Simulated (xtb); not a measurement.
C₃H₉BO₂, SMILES COCB(C)O. All values are semi-empirical tight-binding results from xtb (GFN2-xTB unless named), good for trends rather than for accurate numbers. Geometry: GFN2-xTB. This is a generated structure with no PubChem entry under its InChIKey; it may be hypothetical. Other conformers were not sampled.

Optimised geometry:

```xyz
15

C      2.5736    -0.7768     0.0283
O      1.4586     0.0694     0.0657
C      0.2331    -0.6292    -0.0492
B     -1.0549     0.3244    -0.0012
C     -2.4989    -0.3231    -0.2134
O     -0.8762     1.6247     0.2065
H      2.5562    -1.5025     0.8538
H      3.4543    -0.1440     0.1233
H      2.6252    -1.3326    -0.9188
H      0.1610    -1.3777     0.7600
H      0.2292    -1.2111    -0.9877
H     -2.4896    -1.4084    -0.1899
H     -3.2071     0.0183     0.5400
H     -2.9062    -0.0261    -1.1791
H     -1.6543     2.1837     0.2326
```
Charge 0, spin multiplicity 1.

The geometry has at least one imaginary mode, so it is a saddle point at that level.

| Property | Result |
|---|---|
| orbital gap | 5.38 eV |
| dipole moment | 2.13 D |
| static polarisability (D4 model) | 60.8 bohr³ |
| solvation energy, GFN2-xTB/ALPB(water) | -6.2 kcal/mol |
| solvation energy, GFN2-xTB/ALPB(benzene) | -6.7 kcal/mol |

Question: Give the IR lines (harmonic; lines under 4 % of the strongest left out, lines within 3 cm⁻¹ merged). (The exact figures need the calculation; the answer reports its results.)

Answer: ν (cm⁻¹): 614 (m), 781 (w), 900 (m), 912 (m), 988 (m), 1103 (s), 1135 (m), 1170 (w), 1217 (w), 1325 (w), 1355 (vs), 1389 (w), 1477 (w), 2794 (m), 2838 (m), 2865 (m), 2894 (m), 3011 (w), 3020 (m), 3059 (w) (against the strongest line: vs over 80 %, s over 45 %, m over 15 %, w over 4 %, vw less). 1 imaginary mode(s) remain.

Computed atomic charges and the Wiberg bond orders between heavy atoms:
charges (e) C1 0.05, O2 -0.31, C3 0.00, B4 0.34, C5 -0.21, O6 -0.41, H7 0.02, H8 0.05, H9 0.02, H10 0.02, H11 0.02, H12 0.03, H13 0.04, H14 0.04, H15 0.30. Bond orders C1–O2 1.01, O2–C3 0.98, C3–B4 0.97, B4–C5 1.00, B4–O6 1.32.
